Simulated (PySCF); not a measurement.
A PySCF script (with the pyscf-properties extension) for the NMR shieldings of `C(CC[BH2-]C#C)C#C`, [C$_{7}$H$_{10}$B]-, on a GFN2-xTB geometry:

```python
import basis_set_exchange as bse
import numpy as np
from pyscf import gto, dft
from pyscf.prop import nmr

atoms = """
C    -2.749759    1.555013    1.052549
C    -2.464397    0.496526    0.554101
B    -2.102740   -0.886888   -0.096839
C    -0.796968   -0.680976   -1.102795
C     0.448707   -0.222009   -0.360002
C     1.647968    0.003287   -1.302142
C     2.833743    0.415917   -0.588950
C     3.803432    0.751015    0.030617
H    -2.995342    2.487339    1.492751
H    -1.834377   -1.695265    0.782967
H    -3.057292   -1.289815   -0.750014
H    -0.567426   -1.619882   -1.625927
H    -1.028794    0.057471   -1.881619
H     0.722901   -0.968924    0.390123
H     0.229976    0.708842    0.168980
H     1.390134    0.771522   -2.039760
H     1.863728   -0.925078   -1.843864
H     4.647748    1.048226    0.578648
"""
names = dict.fromkeys(["C", "B", "H"], "pcSseg-1")
basis = {el: gto.basis.parse(bse.get_basis(n, elements=[el], fmt="nwchem")) for el, n in names.items()}
mol = gto.M(atom=atoms, basis=basis, charge=-1, verbose=0)
mf = dft.RKS(mol, xc="PBE0")
mf.grids.level = 2
mf.grids.alignment = dft.numint.BLKSIZE   # the property module wants whole blocks of grid points
mf.conv_tol = 1e-9
mf.kernel()

calc = nmr.RKS(mf)   # GIAO
C = mf.mo_coeff
Co = C[:, mf.mo_occ > 0]
resp = mf.gen_response(singlet=True, hermi=2)
def vind(x):   # induced exchange potential for any number of trial vectors
    d = np.einsum("pi,xij,qj->xpq", C, 2 * x.reshape(-1, C.shape[1], Co.shape[1]), Co, optimize=True)
    return np.einsum("xpq,pi,qj->xij", resp(d - d.transpose(0, 2, 1)), C, Co, optimize=True).ravel()
mo1, _ = nmr.rhf.solve_mo1(calc, with_cphf=vind)
sigma = calc.kernel(mo1)
for i, s in enumerate(sigma):   # ppm
    print("%2d %-2s %9.2f" % (i, mol.atom_pure_symbol(i), np.trace(s) / 3))
```

Task: What are the results?

Result: 
```
 0 C     112.75
 1 C      63.93
 2 B     138.55
 3 C     155.74
 4 C     147.44
 5 C     159.36
 6 C      90.00
 7 C     120.00
 8 H      30.87
 9 H      30.46
10 H      30.23
11 H      31.50
12 H      31.54
13 H      30.27
14 H      29.32
15 H      29.76
16 H      29.77
17 H      30.80
```

These numbers come from an equivalent density-fitted implementation of the same equations, which agrees with the script to about 0.01 ppm for H and up to a few tenths of a ppm for heavy atoms, so last digits may differ.

Size and cost of the density-fitted run: 186 basis functions, 57 s wall time on 1 thread of an Arm Neoverse N1, shared host; peak memory 0.83 GiB.
